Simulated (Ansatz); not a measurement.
This geometry of H₄N₂Zn (7 atoms, charge 0, multiplicity 1) is a first-order saddle point.

Method: RKS B3LYP-D4/def2-mTZVP in Ansatz.

```xyz
7
Properties=species:S:1:pos:R:3
N -1.382 0.073 -1.221
Zn 0.053 -0.016 -0.079
N 1.641 -0.152 0.830
H -2.094 -0.639 -1.087
H -1.860 0.968 -1.255
H 1.704 -0.921 1.490
H 1.938 0.686 1.322
```

Question: Which two structures does it join? (They come from a converged band through this point; their orientation in space is the band's.)

Answer: No bond is made or broken.  The two ends are copies of one structure, up to a mirror image or an exchange of like atoms.

First end point:

```xyz
7
Properties=species:S:1:pos:R:3
N -1.446 -0.188 -1.108
Zn 0.026 -0.008 -0.039
N 1.613 0.137 0.857
H -2.326 -0.399 -0.650
H -1.616 0.552 -1.781
H 2.152 -0.714 0.974
H 1.598 0.620 1.748
```

Last end point:

```xyz
7
Properties=species:S:1:pos:R:3
N -1.335 0.456 -1.168
Zn 0.026 -0.009 -0.039
N 1.501 -0.511 0.916
H -1.764 -0.293 -1.700
H -2.079 1.027 -0.783
H 1.354 -0.789 1.880
H 2.296 0.119 0.894
```

Question: How far does it lie above each of them?

Answer: 0.053 eV above the first and 0.053 eV above the second. This is the barrier of this one path; another mechanism may lie lower.

Time of the run: 82 s on 1 CPU thread of a shared host.
